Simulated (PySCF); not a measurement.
A small calculation by hand: entropy of an ideal gas

Ga(F)2(SeH) (F2GaHSe), SMILES [F][Ga]([F])[SeH].

Geometry optimised at B3LYP-D3(BJ)/def2-SVP. Other conformers were not sampled.

B3LYP-D3(BJ)/def2-SVP run with PySCF gives the harmonic wavenumbers 109, 162, 184, 235, 300, 648, 694, 736, 2407 cm⁻¹ and the rotational temperatures 0.2861, 0.0712, 0.0570 K. The molar mass is 187.70 g/mol, the symmetry number 1, the spin multiplicity 1.

### Question
Work out the entropy at 298.15 K and 1 atm in the rigid-rotor, harmonic-oscillator model.

### Answer

Translation (Sackur–Tetrode at 1 atm): S = R[1.5 ln M + 2.5 ln T − 1.16487] = 174.0 J/(mol K).
Rotation: q = (√π/σ) T^1.5/√(θA θB θC) = 268000, S = R[ln q + 3/2] = 116.4 J/(mol K).
Vibration: with u = 1.4388 ν/T, each mode gives R[u/(e^u − 1) − ln(1 − e^−u)]:
```json
[
 {"ν (cm⁻¹)": "109", "modes": "1", "u": "0.53", "S (J/(mol K))": "13.75"},
 {"ν (cm⁻¹)": "162", "modes": "1", "u": "0.78", "S (J/(mol K))": "10.57"},
 {"ν (cm⁻¹)": "184", "modes": "1", "u": "0.89", "S (J/(mol K))": "9.57"},
 {"ν (cm⁻¹)": "235", "modes": "1", "u": "1.13", "S (J/(mol K))": "7.70"},
 {"ν (cm⁻¹)": "300", "modes": "1", "u": "1.45", "S (J/(mol K))": "5.93"},
 {"ν (cm⁻¹)": "648", "modes": "1", "u": "3.13", "S (J/(mol K))": "1.57"},
 {"ν (cm⁻¹)": "694", "modes": "1", "u": "3.35", "S (J/(mol K))": "1.31"},
 {"ν (cm⁻¹)": "736", "modes": "1", "u": "3.55", "S (J/(mol K))": "1.11"}
]
```
The stiffer modes add less than 0.005 each. Sum 51.5 J/(mol K).
Spin: R ln 1 = 0.0 J/(mol K).
Total 341.9 J/(mol K); the program's own thermochemistry gives 341.9. Translation makes up 51 % and vibration 15 %. Anharmonicity, hindered rotation and orbital degeneracy are left out.
